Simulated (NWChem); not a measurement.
Isomers of Si$_{2}$H$_{4}$OF$_{2}$, each optimised at PBE0/def2-SVP with NWChem, gas phase unless a solvent is named. Flexible species stand in one conformer each, which need not be the lowest.  Relative energies count from the lowest isomer at each level and are electronic, without zero-point energy, on those geometries.

A: [SiH2]([SiH](F)F)O
B: F[SiH2]O[SiH2]F
C: O[Si@@H](F)[SiH2]F

Question: Which isomer is lowest, and do the levels agree? Levels: PBE0/def2-SVP; PBE/def2-TZVP; B3LYP/def2-TZVP; PBE0/def2-TZVP; LDA (Slater exchange, VWN5)/def2-TZVP; r2SCAN/def2-TZVP; Hartree-Fock/def2-TZVP.

Answer: All put B lowest.
| quantity | A | B | C |
|---|---|---|---|
| relative energy, PBE0/def2-SVP (kcal/mol) | 31.5 | 0.0 | 30.7 |
| relative energy, PBE/def2-TZVP (kcal/mol) | 30.3 | 0.0 | 30.1 |
| relative energy, B3LYP/def2-TZVP (kcal/mol) | 36.7 | 0.0 | 36.1 |
| relative energy, PBE0/def2-TZVP (kcal/mol) | 32.9 | 0.0 | 32.4 |
| relative energy, LDA (Slater exchange, VWN5)/def2-TZVP (kcal/mol) | 31.3 | 0.0 | 30.9 |
| relative energy, r2SCAN/def2-TZVP (kcal/mol) | 35.8 | 0.0 | 35.8 |
| relative energy, Hartree-Fock/def2-TZVP (kcal/mol) | 43.7 | 0.0 | 42.5 |
